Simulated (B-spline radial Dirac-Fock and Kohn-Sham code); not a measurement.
Level of theory: Dirac-Fock ΔSCF + Breit + QED; a radial B-spline solver. Free neutral atoms up to Cf, the lines Kα1, Kβ1, Lα1, Lβ1, Lβ2, Lγ1, Lℓ and Mα1 where both subshells are closed (so no Lα of most 3d metals and no Mα of most lanthanides); Na, Y were not searched.

Question: Ho Lβ1 is computed at 7527.3 eV. Which of the searched lines of other elements lie within 85 eV and could overlap it in an energy-dispersive spectrum?

Answer: Ni Kα1 at 7476.5 eV (-51); Eu Lγ1 at 7472.3 eV (-55); Re Lℓ at 7595.9 eV (+69).
